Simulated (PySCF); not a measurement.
Positional isomers: benzothiophene cyano+boryl. Gas-phase values, no solvent. One relaxed conformer stands for each flexible species; it need not be the lowest. Strings in code marks are SMILES.

Computed with PySCF 2.14.0 with r2SCAN-D4/def2-TZVP // r2SCAN-D4/def2-SVP. All candidates: neutral, multiplicity 1. Excitations are Tamm–Dancoff values on a coarser integration grid. The basis has no diffuse functions, so Rydberg states are missing or too high.

| Item | Result |
|---|---|
| HOMO | -6.33 eV |
| brightest of the four lowest singlets (TDA) | 4.78 eV |
| HOMO–LUMO gap | 2.70 eV |

Say which member has these values.
A. `Bc1ccc(C#N)c2ccsc12`
B. `Bc1cc2cccc(C#N)c2s1`
C. `Bc1c(C#N)ccc2sccc12`
D. `Bc1c(C#N)sc2ccccc12`

A, `Bc1ccc(C#N)c2ccsc12`. The others give `Bc1c(C#N)ccc2sccc12`: -6.39 eV, 4.89 eV, 2.91 eV; `Bc1cc2cccc(C#N)c2s1`: -6.37 eV, 4.42 eV, 2.90 eV; `Bc1c(C#N)sc2ccccc12`: -6.47 eV, 3.74 eV, 2.87 eV
